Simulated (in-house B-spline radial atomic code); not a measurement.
Mn²⁺. Computed with a B-spline radial atomic code. Model: non-relativistic spherical atom: semilocal Troullier-Martins pseudo-atom, one channel per l, against all electrons, high spin, G0W0 and RPA with empty states to l = 8, local potential for every l without a channel, a model core (radius 0 = none) keeps its share of the functional.

What the tables leave out is listed at the end.

The pseudopotential gives back the lowest level of each angular momentum of its own functional in the configuration it was made in; a second state of the same l is only approximately right. Exact exchange, RPA and GW see the smooth pseudo-orbitals and miss the exchange with the core, for which the functional's share stands in. The column with an uncorrelated core keeps all orbitals and exact exchange, and so separates missing core correlation from pseudisation. Only the three outermost levels and the lowest empty one were computed. RPA here is direct RPA, with no exchange kernel, and its energies carry an (l + 1/2)⁻⁴ tail. A hybrid on a potential with a model core restores only its own semilocal share of the core's exchange.

Command:
```bash
python run_psgw.py task.json out
```
Settings (lengths in bohr, energies in hartree):
```
Z                      25
electrons              23
configuration          [Ar] 3d5
generated_in           [Ar] 3d5 4s2
functional             lda,vwn
core_shells            5
radius_factor          1.3
core_correction        True
```

Time taken, with all properties: 23 s on 1 thread of Arm Neoverse N1, with other jobs on the host.

Given: made with LDA VWN5; model core radius 1.227 bohr; local radius 3.017 bohr; mean-field start LDA VWN5.

Valence shells of the generating configuration: 3d, 4s.

Channel: s 3.279, p 3.4, d 2.949 (radii in bohr).

Computed: largest level miss in the spin-unpolarised generating configuration 0 eV; valence RPA correlation energy all-electron orbitals -0.17186 hartree; valence RPA correlation energy pseudo -0.22827 hartree; pseudo-atom RPA polarisability 4.0695 bohr³.

| level | occupied | mean-field all-electron (eV) | mean-field pseudo minus all (eV) | G0W0 all-electron (eV) | G0W0 uncorrelated core minus all (eV) | G0W0 pseudo minus all (eV) | exchange self-energy all-electron (eV) | exchange self-energy pseudo (eV) |
| --- | --- | --- | --- | --- | --- | --- | --- | --- |
| 3d up | 1 | -26.242 | -0.843 | -33.798 | 0.098 | 2.49 | -40.387 | -23.047 |

Task: What is the all-electron RPA polarisability, core included?

Result: 3.561 bohr³.

Given: mean-field start PBE0.

Computed: valence RPA correlation energy all-electron orbitals -0.15937 hartree; valence RPA correlation energy pseudo -0.21868 hartree; all-electron RPA polarisability, core included 3.0174 bohr³.

```
        level  occupied  mean-field all-electron (eV)  mean-field pseudo minus all (eV)  G0W0 all-electron (eV)  G0W0 uncorrelated core minus all (eV)  G0W0 pseudo minus all (eV)  exchange self-energy all-electron (eV)  exchange self-energy pseudo (eV)
        3d up         1                       -28.448                             0.643                 -33.995                                  0.056                       3.202                                 -40.615                           -22.858
4s up (empty)         0                       -18.474                            -0.679                 -15.632                                  0.226                      -1.137                                 -3.4374                           -3.5247
```

Task: What is the pseudo-atom RPA polarisability?

Result: 3.9789 bohr³.

Among the listed levels the largest G0W0 shift of the pseudo-atom is +3.20 eV, for 3d up on the PBE0 start, while leaving the core uncorrelated moves that level by +0.06 eV. So pseudisation and the lost core exchange, not the missing core correlation, make the error. Not in the tables (levels of low weight, unsolved or above zero; the highest and the empty levels are kept at any weight): on LDA the G0W0 levels 3d down (pseudo minus all -10.58 eV, weights 0.95 and 0.67); no Hartree-Fock pseudo-atom is run with a model core.
